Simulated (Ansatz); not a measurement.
**How methods differ on Si2H5ClO2 (SMILES O[SiH2][SiH](O)Cl)**

The species is Si2H5ClO2 (10 atoms), meant as a singlet with charge 0. As SMILES, `O[SiH2][SiH](O)Cl`. The shape is that of a PBE0-D4/def2-TZVP optimisation. This is one conformer, not always the lowest.

```
atom    x (Å)    y (Å)    z (Å)
   O  -0.9300   0.8706   1.7374
  Si  -0.4474   1.3322   0.2289
  Si   0.3411  -0.6024  -0.8438
   O   0.8424  -1.5022   0.4435
  Cl  -1.1634  -1.5908  -1.8570
   H  -0.4811   0.1025   2.0987
   H   0.6460   2.3450   0.2798
   H  -1.6112   1.9310  -0.4681
   H   1.4302  -0.4463  -1.8429
   H   1.1986  -2.3792   0.2865
```

Each level gives the energy change with the O1–H6 bond stretched from 0.960 to 1.728 Å (eV). The values are calculated.

```
                         level                    kind  program  value (eV)  less CCSD(T)/cc-pVDZ
       HF/cc-pVDZ (restricted)            Hartree–Fock   Ansatz        4.74                 +1.05
   revPBE/cc-pVDZ (restricted)                     GGA   Ansatz        3.41                 -0.28
   r2SCAN/cc-pVDZ (restricted)                meta-GGA   Ansatz        3.71                 +0.02
    B3LYP/cc-pVDZ (restricted)           global hybrid   Ansatz        3.73                 +0.04
    BHLYP/cc-pVDZ (restricted)           global hybrid   Ansatz        4.22                 +0.53
CAM-B3LYP/cc-pVDZ (restricted)  range-separated hybrid   Ansatz        3.92                 +0.23
  CCSD(T)/cc-pVDZ (restricted)   coupled cluster or CI   Ansatz        3.69                  0.00
     CCSD/cc-pVDZ (restricted)   coupled cluster or CI   Ansatz        3.84                 +0.15
```

Differences are taken from CCSD(T)/cc-pVDZ (restricted) for orientation; it has basis-set and higher-order errors of its own. At this stretch a single reference begins to fail. The first shape isn't each level's own minimum. The values span 3.41 to 4.74 eV.
